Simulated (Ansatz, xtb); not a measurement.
C5H5BBrP: which of two isomers lies lower

Structure X: `BC1=PC=C(Br)C=C1`, a singlet. Structure Y: `BC1=PC=CC(Br)=C1`, a singlet. Both are isolated molecules in the gas phase, relaxed with PBE-D3(BJ)/def2-SVP; the shapes shown needn't be the lowest conformers.

X (Å):

```xyz
13

C    -1.1102    1.3205   -0.8751
C     0.0801    0.8508   -0.2652
C     1.3736    1.2289   -0.6359
C     1.6061    2.1423   -1.6860
C     0.6027    2.7510   -2.4477
B    -2.4963    0.8417   -0.3920
Br    3.4282    2.5651   -2.0803
P    -1.1116    2.4718   -2.2147
H    -2.5754    0.0465    0.5287
H    -3.5115    1.2519   -0.9236
H    -0.0209    0.1314    0.5665
H     2.2379    0.8093   -0.1015
H     0.9049    3.4498   -3.2448
```

Y (Å):

```yaml
atoms:
  - { symbol: C, position_ang: [0.4072, 2.4604, -0.8084] }
  - { symbol: C, position_ang: [0.2102, 1.7124, -1.9934] }
  - { symbol: C, position_ang: [-0.4321, 0.4673, -2.0245] }
  - { symbol: C, position_ang: [-0.9489, -0.1700, -0.8768] }
  - { symbol: C, position_ang: [-0.8651, 0.3893, 0.4025] }
  - { symbol: B, position_ang: [1.1275, 3.8286, -0.8660] }
  - { symbol: Br, position_ang: [-0.6216, -0.4182, -3.6996] }
  - { symbol: P, position_ang: [-0.1264, 1.9324, 0.7939] }
  - { symbol: H, position_ang: [1.2995, 4.4763, 0.1496] }
  - { symbol: H, position_ang: [1.5249, 4.2600, -1.9344] }
  - { symbol: H, position_ang: [0.5815, 2.1311, -2.9437] }
  - { symbol: H, position_ang: [-1.4367, -1.1494, -1.0087] }
  - { symbol: H, position_ang: [-1.3006, -0.1896, 1.2353] }
```

Quicker runs give these differences E(Y) − E(X): GFN2-xTB +2.91 kJ/mol; HF/STO-3G +3.68 kJ/mol (at GFN2-xTB geometries); r2SCAN-D4/def2-SVP +5.90 kJ/mol (at GFN2-xTB geometries).

Problem. Estimate E(Y) − E(X) at the level CCSD(T)/def2-SVP + ΔMP2/def2-TZVPP.

Solution. CCSD(T)/def2-SVP + ΔMP2/def2-TZVPP gives E(Y) − E(X) = +3.89 kJ/mol, slightly favouring structure X, which is too small a margin to settle the true order.

Level by level:

| level | geometry | E(Y) − E(X) (kJ/mol) | departure from the last row (kJ/mol) | job, with rough time for the two |
| --- | --- | --- | --- | --- |
| GFN2-xTB | GFN2-xTB | +2.91 | −0.98 | optimisation, 0.17 s |
| HF/STO-3G | GFN2-xTB | +3.68 | −0.21 | single point, 1.1 s |
| r2SCAN-D4/def2-SVP | GFN2-xTB | +5.90 | +2.01 | single point, 5.8 s |
| PBE-D3(BJ)/def2-SVP | PBE-D3(BJ)/def2-SVP | +5.68 | +1.79 | optimisation, 31 s |
| HF/def2-SVP | PBE-D3(BJ)/def2-SVP | +3.19 | −0.71 | part of the CCSD(T) run |
| MP2/def2-SVP | PBE-D3(BJ)/def2-SVP | +3.69 | −0.20 | part of the CCSD(T) run |
| CCSD(T)/def2-SVP | PBE-D3(BJ)/def2-SVP | +2.78 | −1.11 | single point |
| CCSD(T)/def2-SVP + ΔMP2/def2-TZVPP | PBE-D3(BJ)/def2-SVP | +3.89 |  | single point, 2 min |

As drawn, both hold the same kinds of bond in the same numbers.

The largest departure from CCSD(T)/def2-SVP + ΔMP2/def2-TZVPP is that of r2SCAN-D4/def2-SVP, 2.01 kJ/mol. The last row adds to CCSD(T) the change of the MP2 difference between the two basis sets, here +1.11 kJ/mol.

With thermal terms from frequencies at re-optimised GFN2-xTB minima (ideal gas, soft modes damped towards free rotors, one conformer each, 298.15 K, 1 atm): the zero-point term adds −0.20 kJ/mol; ΔH is +3.70 and ΔG +3.54 kJ/mol.

The correlated steps freeze 20 core orbitals; the filled d shell of Br is correlated, in a basis made for valence electrons. Run with Ansatz 0.2.0, xtb 6.7.1; the last row on 2 threads of Intel(R) Xeon(R) 6975P-C (Granite Rapids) on a shared host.
